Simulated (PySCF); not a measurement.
In(Me)(NH2)2, SMILES [NH2][In]([CH3])[NH2] at its PBE0/def2-SVP optimised geometry (Å):

```
11

In    -0.1991     0.0323     0.0000
C     -1.3788     1.8326     0.0000
H     -0.8475     2.6449    -0.5151
H     -1.5712     2.1421     1.0380
H     -2.3436     1.6615    -0.4975
N      1.8357     0.0323     0.0000
H      2.3409     0.8272    -0.3773
H      2.3436    -0.8202    -0.2131
N     -0.9933    -1.8151     0.3103
H     -0.4496    -2.6449     0.0961
H     -1.9698    -1.9887     0.0962
```

Computed with PBE0/def2-TZVP, def2 effective core potentials past Kr (PySCF). The core electrons that the potentials of In replace are not part of the density. Cells within 0.4 Å of a nucleus heavier than hydrogen are left out (blank, or x).

Map of the electrostatic potential (hartree/e), clipped to [-0.08, 0.12] on the plane z = 0.0 Å:

```
|0000000000000000111000000000000|
|0000000000000011111111000000000|
|0000000000000111111111110000000|
|0000000000001111111111111000000|
|0000000000001111111111111100000|
|0000000000023432111111111110000|
|0000000001369952111111111111000|
|0000000027999972111111111111000|
|0000111379999972111111111111000|
|0111113899xx9983222112222111000|
|1111125999xx9995432224543211000|
|1111124999999999974348995211000|
|1111112459999999997699996210000|
|1111111223799999999999996200000|
|11111111238999xx9999xx993100000|
|11111111249999xx9999xx993000000|
|11111111249999x9999999994100000|
|1111111223699999999999998210000|
|1111122334699999997599999311000|
|1111123589999999964359997311100|
|111122499999x997432235664211100|
|111123599999x998322223332211100|
|1111224999999999632112222111100|
|1111123589899999832111111111100|
|1111112233349999732111111111100|
|1111111111125998532111111111000|
|1111111111112444321111111111000|
|0111111111111222211111111110000|
|0000111101111111111111111100000|
|0000000000111111111111110000000|
|0000000000011111111111100000000|
```
Scale: ten equal steps from -0.011 (start of '0') to 0.120 (end of '9'), in the order '0123456789'; x runs from -5.00 to 5.00, y from -5.00 (bottom) to 5.00 (top).
